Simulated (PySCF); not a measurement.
C₉H₉N.
Numbering: `[CH:1]#[C:2][CH2:3][C:4](=[CH2:5])[C:6](=[CH2:7])[CH2:8][C:9]#[N:10]` (hydrogens: H11 on C1; H12, H13 on C3; H14, H15 on C5; H16, H17 on C7; H18, H19 on C8)

The same species was optimised twice, with GFN2-xTB and with PBE0-D3(BJ)/def2-SVP (PySCF), and the same property calculations (PySCF, gas phase) were run on both structures.

```
     coordinate  GFN2-xTB  PBE0-D3(BJ)/def2-SVP  change
      C8–C9 (Å)     1.441                 1.460  +0.019
      C1≡C2 (Å)     1.197                 1.211  +0.014
     C9≡N10 (Å)     1.143                 1.157  +0.014
      C4–C6 (Å)     1.470                 1.482  +0.012
      C6=C7 (Å)     1.329                 1.340  +0.011
      C4=C5 (Å)     1.329                 1.340  +0.011
      C2–C3 (Å)     1.452                 1.460  +0.008
      C3–C4 (Å)     1.514                 1.520  +0.006
      C6–C8 (Å)     1.516                 1.520  +0.004
   C6–C8–C9 (°)     109.8                 112.7    +2.9
   C2–C3–C4 (°)     110.8                 113.4    +2.6
   C3–C4–C6 (°)     117.4                 118.6    +1.2
   C1–C2–C3 (°)     178.5                 179.7    +1.2
   C4–C6–C8 (°)     117.2                 118.4    +1.2
   C4–C6–C7 (°)     122.6                 121.8    -0.8
   C5–C4–C6 (°)     121.9                 121.2    -0.7
   C3–C4–C5 (°)     120.7                 120.1    -0.6
C2–C3–C4–C5 (°)        93                    99      +6
C3–C4–C6–C7 (°)      -145                  -139      +6
C4–C6–C8–C9 (°)       -90                   -81      +9
```

Rotational constants: A = 1517, B = 1269, C = 821.6 MHz (GFN2-xTB) against A = 1435, B = 1369, C = 818.6 MHz (PBE0-D3(BJ)/def2-SVP). Point groups within 0.08 Å: C1 and C1.

On the GFN2-xTB structure: HOMO (eV) -7.27 [PBE0/pcSseg-1]; LUMO (eV) -1.28 [PBE0/pcSseg-1]; dipole (D) 3.74 [PBE0/pcSseg-1]; GIAO shielding of C1 (ppm) 109.1 [PBE0/pcSseg-1]; GIAO shielding of C2 (ppm) 97.6 [PBE0/pcSseg-1]; GIAO shielding of C3 (ppm) 161.3 [PBE0/pcSseg-1]; GIAO shielding of C4 (ppm) 34.4 [PBE0/pcSseg-1]; GIAO shielding of C5 (ppm) 63.6 [PBE0/pcSseg-1]; GIAO shielding of C6 (ppm) 37.0 [PBE0/pcSseg-1]; GIAO shielding of C7 (ppm) 62.3 [PBE0/pcSseg-1]; GIAO shielding of C8 (ppm) 165.1 [PBE0/pcSseg-1].

**Question.** What do these properties become on the PBE0-D3(BJ)/def2-SVP structure?

**Answer.** 
```json
{"property": "HOMO (eV)", "level": "PBE0/pcSseg-1", "on GFN2-xTB": "-7.27", "on PBE0-D3(BJ)/def2-SVP": "-7.38", "change": "-0.11"}
{"property": "LUMO (eV)", "level": "PBE0/pcSseg-1", "on GFN2-xTB": "-1.28", "on PBE0-D3(BJ)/def2-SVP": "-1.23", "change": "+0.05"}
{"property": "dipole (D)", "level": "PBE0/pcSseg-1", "on GFN2-xTB": "3.74", "on PBE0-D3(BJ)/def2-SVP": "3.83", "change": "+0.09"}
{"property": "energy, GFN2-xTB geometry as zero (kcal/mol)", "level": "PBE0/pcSseg-1", "on GFN2-xTB": "0.0", "on PBE0-D3(BJ)/def2-SVP": "-1.5", "change": "-1.5"}
{"property": "GIAO shielding of C1 (ppm)", "level": "PBE0/pcSseg-1", "on GFN2-xTB": "109.1", "on PBE0-D3(BJ)/def2-SVP": "107.7", "change": "-1.4"}
{"property": "GIAO shielding of C2 (ppm)", "level": "PBE0/pcSseg-1", "on GFN2-xTB": "97.6", "on PBE0-D3(BJ)/def2-SVP": "98.4", "change": "+0.8"}
{"property": "GIAO shielding of C3 (ppm)", "level": "PBE0/pcSseg-1", "on GFN2-xTB": "161.3", "on PBE0-D3(BJ)/def2-SVP": "157.9", "change": "-3.4"}
{"property": "GIAO shielding of C4 (ppm)", "level": "PBE0/pcSseg-1", "on GFN2-xTB": "34.4", "on PBE0-D3(BJ)/def2-SVP": "30.9", "change": "-3.5"}
{"property": "GIAO shielding of C5 (ppm)", "level": "PBE0/pcSseg-1", "on GFN2-xTB": "63.6", "on PBE0-D3(BJ)/def2-SVP": "58.8", "change": "-4.8"}
{"property": "GIAO shielding of C6 (ppm)", "level": "PBE0/pcSseg-1", "on GFN2-xTB": "37.0", "on PBE0-D3(BJ)/def2-SVP": "33.9", "change": "-3.1"}
{"property": "GIAO shielding of C7 (ppm)", "level": "PBE0/pcSseg-1", "on GFN2-xTB": "62.3", "on PBE0-D3(BJ)/def2-SVP": "57.8", "change": "-4.5"}
{"property": "GIAO shielding of C8 (ppm)", "level": "PBE0/pcSseg-1", "on GFN2-xTB": "165.1", "on PBE0-D3(BJ)/def2-SVP": "159.9", "change": "-5.2"}
```

The heavy atoms differ by 0.225 Å rms after alignment. Among bonds between heavy atoms C8–C9 changes most (+0.019 Å). Changes are differences of the printed values. Neither structure is proved a minimum here.

Conformer computed: `[CH:1]#[C:2][CH2:3][C:4](=[CH2:5])[C:6](=[CH2:7])[CH2:8][C:9]#[N:10]`: C2–C3–C4–C5 99°, C3–C4–C6–C7 -139°, C4–C6–C8–C9 -81°.
